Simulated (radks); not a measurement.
Values are calculated unless marked as measured or tabulated.
Species: Ti2+. Configuration: [Ar] 3d2. Level of theory: scalar-relativistic Kohn-Sham, SCAN, spin-unpolarised, spherical densities, finite nucleus; meta-GGA in the generalised Kohn-Sham scheme; Fermi nuclear charge, rms radius 3.5921 fm (a radial shooting solver on a logarithmic mesh with Libxc functionals).

Normalised radial functions P(r) = r R(r), r in bohr:

```
   r/bohr * 2s (the largest magnitude, 1.83, reaches the edge; | marks zero)
 0.002935                             |  *
 0.003761                             |  *
 0.004781                             |   *
 0.006127                             |    *
 0.007851                             |     *
  0.01006                             |      *
  0.01289                             |        *
  0.01639                             |         *
    0.021                             |           *
  0.02691                             |            *
  0.03449                             |            *
   0.0442                             |            *
  0.05618                             |          *
    0.072                             |      *
  0.09226                             |*
   0.1182                      *      |
   0.1503             *               |
   0.1926      *                      |
   0.2468  *                          |
   0.3163   *                         |
   0.4053        *                    |
   0.5152               *             |
   0.6603                      *      |
   0.8461                          *  |
    1.084                            *|
    1.389                             *
    1.766                             *
    2.263                             *
      2.9                             *
    3.717                             *
    4.763                             *
```

2s: eigenvalue -560.53 eV, 1 radial node at r = 0.0942 bohr, <r> = 0.324 bohr, 90 % of the charge inside 0.503 bohr.
